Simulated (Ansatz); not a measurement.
Ansatz (an electronic-structure program) input (B3LYP-D3(BJ)/def2-TZVP):

Ansatz 0.2 input:
```yaml
crystal:
  periodic: [false, false, false]
  atoms:
    - {symbol: Nb, position_ang: [0.11049994, -0.10451689, -0.22926651]}
    - {symbol: O, position_ang: [-1.43258681, -0.80977544, 0.22093357]}
    - {symbol: O, position_ang: [-0.52120919, 1.50638418, -0.41412840]}
    - {symbol: F, position_ang: [1.23331892, -0.14307527, 1.21616508]}
basis:
  gaussian:
    orbitals: def2-TZVP
hamiltonian:
  xc: b3lyp
  dispersion: d3bj
total_charge: 1
magnetization: {spin_polarized: true, initial_magnetization: 1}
phonons: {temperatures: {t_min: 298.15, t_max: 298.15, t_step: 100}}
```

Output:

```
Functional definition: B3LYP
integrals: 0.05 GiB planned
829 factors; their error is unknown
mean field: 0.57 GiB planned
mean field evaluation 1: about -8330.6561 eV, gradient 9.0e1 eV
mean field evaluation 2: about -7951.1138 eV, gradient 2.9e2 eV
mean field evaluation 4: about -8348.8487 eV, gradient 5.3e1 eV
mean field evaluation 8: about -8357.9611 eV, gradient 6.3e-1 eV
mean field evaluation 16: about -8357.9998 eV, gradient 1.4e-3 eV
mean field -8357.99975954 eV, -307.1508259073 hartree, gradient 7.8e-5 eV, S^2 0.803280; 2 other end points of the search recorded, 0 dependent functions left out
the calculation of the forces begins
reference -8357.99998502 eV, -307.1508341935 hartree; 19, 18 occupied and 114, 115 virtual orbitals, 829 factors
these checks for a lower state are left out or cut short: stability, starts, cluster_reference, orbital_swaps, neighbouring_geometries, increment
integrals: 0.05 GiB planned
829 factors; their error is unknown
mean field: 0.57 GiB planned
mean field evaluation 32: about -8357.9996 eV, gradient 1.0e-1 eV
mean field -8357.99960924 eV, -307.1508203839 hartree, gradient 1.9e-6 eV, S^2 0.803660; 0 other end points of the search recorded, 0 dependent functions left out
the calculation of the forces begins
reference -8357.99983470 eV, -307.1508286694 hartree; 19, 18 occupied and 114, 115 virtual orbitals, 829 factors
these checks for a lower state are left out or cut short: stability, starts, cluster_reference, orbital_swaps, neighbouring_geometries, increment
integrals: 0.05 GiB planned
829 factors; their error is unknown
mean field: 0.57 GiB planned
mean field -8357.99961414 eV, -307.1508205641 hartree, gradient 2.5e-6 eV, S^2 0.802899; 0 other end points of the search recorded, 0 dependent functions left out
the calculation of the forces begins
reference -8357.99983964 eV, -307.1508288510 hartree; 19, 18 occupied and 114, 115 virtual orbitals, 829 factors
these checks for a lower state are left out or cut short: stability, starts, cluster_reference, orbital_swaps, neighbouring_geometries, increment
integrals: 0.05 GiB planned
829 factors; their error is unknown
mean field: 0.57 GiB planned
mean field -8357.99972508 eV, -307.1508246412 hartree, gradient 2.2e-6 eV, S^2 0.802904; 0 other end points of the search recorded, 0 dependent functions left out
the calculation of the forces begins
reference -8357.99995054 eV, -307.1508329266 hartree; 19, 18 occupied and 114, 115 virtual orbitals, 829 factors
these checks for a lower state are left out or cut short: stability, starts, cluster_reference, orbital_swaps, neighbouring_geometries, increment
integrals: 0.05 GiB planned
829 factors; their error is unknown
mean field: 0.57 GiB planned
mean field -8357.99972526 eV, -307.1508246475 hartree, gradient 2.0e-6 eV, S^2 0.803625; 0 other end points of the search recorded, 0 dependent functions left out
the calculation of the forces begins
reference -8357.99995075 eV, -307.1508329344 hartree; 19, 18 occupied and 114, 115 virtual orbitals, 829 factors
these checks for a lower state are left out or cut short: stability, starts, cluster_reference, orbital_swaps, neighbouring_geometries, increment
integrals: 0.05 GiB planned
829 factors; their error is unknown
mean field: 0.57 GiB planned
mean field evaluation 64: about -8357.9997 eV, gradient 2.7e-6 eV
mean field -8357.99967052 eV, -307.1508226361 hartree, gradient 2.7e-6 eV, S^2 0.803213; 0 other end points of the search recorded, 0 dependent functions left out
the calculation of the forces begins
reference -8357.99989590 eV, -307.1508309186 hartree; 19, 18 occupied and 114, 115 virtual orbitals, 829 factors
these checks for a lower state are left out or cut short: stability, starts, cluster_reference, orbital_swaps, neighbouring_geometries, increment
[...]
829 factors; their error is unknown
mean field: 0.57 GiB planned
mean field evaluation 96: about -8357.9998 eV, gradient 1.1e-6 eV
mean field -8357.99975827 eV, -307.1508258609 hartree, gradient 1.1e-6 eV, S^2 0.803384; 0 other end points of the search recorded, 0 dependent functions left out
the calculation of the forces begins
reference -8357.99998377 eV, -307.1508341478 hartree; 19, 18 occupied and 114, 115 virtual orbitals, 829 factors
these checks for a lower state are left out or cut short: stability, starts, cluster_reference, orbital_swaps, neighbouring_geometries, increment
integrals: 0.05 GiB planned
829 factors; their error is unknown
mean field: 0.57 GiB planned
mean field -8357.99974972 eV, -307.1508255464 hartree, gradient 2.6e-6 eV, S^2 0.803357; 0 other end points of the search recorded, 0 dependent functions left out
the calculation of the forces begins
reference -8357.99997521 eV, -307.1508338331 hartree; 19, 18 occupied and 114, 115 virtual orbitals, 829 factors
these checks for a lower state are left out or cut short: stability, starts, cluster_reference, orbital_swaps, neighbouring_geometries, increment
integrals: 0.05 GiB planned
829 factors; their error is unknown
mean field: 0.57 GiB planned
mean field -8357.99975290 eV, -307.1508256635 hartree, gradient 9.1e-7 eV, S^2 0.803203; 0 other end points of the search recorded, 0 dependent functions left out
the calculation of the forces begins
reference -8357.99997837 eV, -307.1508339492 hartree; 19, 18 occupied and 114, 115 virtual orbitals, 829 factors
these checks for a lower state are left out or cut short: stability, starts, cluster_reference, orbital_swaps, neighbouring_geometries, increment
integrals: 0.05 GiB planned
829 factors; their error is unknown
mean field: 0.57 GiB planned
mean field -8357.99974241 eV, -307.1508252779 hartree, gradient 1.3e-6 eV, S^2 0.803111; 0 other end points of the search recorded, 0 dependent functions left out
the calculation of the forces begins
reference -8357.99996788 eV, -307.1508335636 hartree; 19, 18 occupied and 114, 115 virtual orbitals, 829 factors
these checks for a lower state are left out or cut short: stability, starts, cluster_reference, orbital_swaps, neighbouring_geometries, increment
integrals: 0.05 GiB planned
829 factors; their error is unknown
mean field: 0.57 GiB planned
mean field -8357.99974844 eV, -307.1508254994 hartree, gradient 1.3e-6 eV, S^2 0.803448; 0 other end points of the search recorded, 0 dependent functions left out
the calculation of the forces begins
reference -8357.99997393 eV, -307.1508337861 hartree; 19, 18 occupied and 114, 115 virtual orbitals, 829 factors
these checks for a lower state are left out or cut short: stability, starts, cluster_reference, orbital_swaps, neighbouring_geometries, increment
integrals: 0.05 GiB planned
829 factors; their error is unknown
mean field: 0.57 GiB planned
mean field evaluation 128: about -8357.9997 eV, gradient 3.0e-6 eV
mean field -8357.99970958 eV, -307.1508240713 hartree, gradient 3.0e-6 eV, S^2 0.803732; 0 other end points of the search recorded, 0 dependent functions left out
the calculation of the forces begins
reference -8357.99993510 eV, -307.1508323590 hartree; 19, 18 occupied and 114, 115 virtual orbitals, 829 factors
these checks for a lower state are left out or cut short: stability, starts, cluster_reference, orbital_swaps, neighbouring_geometries, increment
integrals: 0.05 GiB planned
829 factors; their error is unknown
mean field: 0.57 GiB planned
mean field -8357.99967584 eV, -307.1508228314 hartree, gradient 2.5e-6 eV, S^2 0.802816; 0 other end points of the search recorded, 0 dependent functions left out
the calculation of the forces begins
reference -8357.99990127 eV, -307.1508311160 hartree; 19, 18 occupied and 114, 115 virtual orbitals, 829 factors
these checks for a lower state are left out or cut short: stability, starts, cluster_reference, orbital_swaps, neighbouring_geometries, increment
integrals: 0.05 GiB planned
829 factors; their error is unknown
mean field: 0.57 GiB planned
mean field -8357.99974643 eV, -307.1508254254 hartree, gradient 2.0e-6 eV, S^2 0.803240; 0 other end points of the search recorded, 0 dependent functions left out
the calculation of the forces begins
reference -8357.99997190 eV, -307.1508337115 hartree; 19, 18 occupied and 114, 115 virtual orbitals, 829 factors
these checks for a lower state are left out or cut short: stability, starts, cluster_reference, orbital_swaps, neighbouring_geometries, increment
integrals: 0.05 GiB planned
829 factors; their error is unknown
mean field: 0.57 GiB planned
mean field -8357.99976490 eV, -307.1508261043 hartree, gradient 1.9e-6 eV, S^2 0.803321; 0 other end points of the search recorded, 0 dependent functions left out
the calculation of the forces begins
reference -8357.99999038 eV, -307.1508343906 hartree; 19, 18 occupied and 114, 115 virtual orbitals, 829 factors
these checks for a lower state are left out or cut short: stability, starts, cluster_reference, orbital_swaps, neighbouring_geometries, increment
integrals: 0.05 GiB planned
829 factors; their error is unknown
mean field: 0.57 GiB planned
mean field -8357.99974092 eV, -307.1508252230 hartree, gradient 1.1e-6 eV, S^2 0.803285; 0 other end points of the search recorded, 0 dependent functions left out
the calculation of the forces begins
reference -8357.99996646 eV, -307.1508335117 hartree; 19, 18 occupied and 114, 115 virtual orbitals, 829 factors
these checks for a lower state are left out or cut short: stability, starts, cluster_reference, orbital_swaps, neighbouring_geometries, increment
integrals: 0.05 GiB planned
829 factors; their error is unknown
mean field: 0.57 GiB planned
mean field -8357.99969862 eV, -307.1508236686 hartree, gradient 1.2e-6 eV, S^2 0.803276; 0 other end points of the search recorded, 0 dependent functions left out
the calculation of the forces begins
reference -8357.99992403 eV, -307.1508319523 hartree; 19, 18 occupied and 114, 115 virtual orbitals, 829 factors
these checks for a lower state are left out or cut short: stability, starts, cluster_reference, orbital_swaps, neighbouring_geometries, increment
integrals: 0.05 GiB planned
829 factors; their error is unknown
mean field: 0.57 GiB planned
mean field evaluation 160: about -8357.9632 eV, gradient 1.2e-1 eV
mean field -8357.99975146 eV, -307.1508256106 hartree, gradient 2.1e-6 eV, S^2 0.803288; 0 other end points of the search recorded, 0 dependent functions left out
the calculation of the forces begins
reference -8357.99997694 eV, -307.1508338967 hartree; 19, 18 occupied and 114, 115 virtual orbitals, 829 factors
these checks for a lower state are left out or cut short: stability, starts, cluster_reference, orbital_swaps, neighbouring_geometries, increment
integrals: 0.05 GiB planned
829 factors; their error is unknown
mean field: 0.57 GiB planned
mean field -8357.99975906 eV, -307.1508258898 hartree, gradient 2.3e-6 eV, S^2 0.803272; 0 other end points of the search recorded, 0 dependent functions left out
the calculation of the forces begins
reference -8357.99998454 eV, -307.1508341760 hartree; 19, 18 occupied and 114, 115 virtual orbitals, 829 factors
these checks for a lower state are left out or cut short: stability, starts, cluster_reference, orbital_swaps, neighbouring_geometries, increment
integrals: 0.05 GiB planned
829 factors; their error is unknown
mean field: 0.57 GiB planned
mean field -8357.99970670 eV, -307.1508239656 hartree, gradient 1.2e-6 eV, S^2 0.803310; 0 other end points of the search recorded, 0 dependent functions left out
the calculation of the forces begins
reference -8357.99993227 eV, -307.1508322551 hartree; 19, 18 occupied and 114, 115 virtual orbitals, 829 factors
these checks for a lower state are left out or cut short: stability, starts, cluster_reference, orbital_swaps, neighbouring_geometries, increment
integrals: 0.05 GiB planned
829 factors; their error is unknown
mean field: 0.57 GiB planned
mean field -8357.99967816 eV, -307.1508229166 hartree, gradient 1.2e-6 eV, S^2 0.803250; 0 other end points of the search recorded, 0 dependent functions left out
the calculation of the forces begins
reference -8357.99990355 eV, -307.1508311995 hartree; 19, 18 occupied and 114, 115 virtual orbitals, 829 factors
Total energy: -8358.12424584 eV, -307.1554006944 hartree
Atom 0 at     0.110500    -0.104517    -0.229267 Å, force    -0.001385     0.000354    -0.000754 eV/Å
Atom 1 at    -1.432587    -0.809775     0.220934 Å, force     0.000319     0.000010    -0.000141 eV/Å
Atom 2 at    -0.521209     1.506384    -0.414128 Å, force     0.000446    -0.000508     0.000151 eV/Å
Atom 3 at     1.233319    -0.143075     1.216165 Å, force     0.000620     0.000143     0.000744 eV/Å
Dipole moment:     0.419458    -0.420530    -0.896105 e Å
Vibrations: 41.43 210.18 230.68 242.89 758.29 951.49 cm⁻¹, zero-point energy 0.150949 eV
```

The spin state was set by rule; other spins were not relaxed.
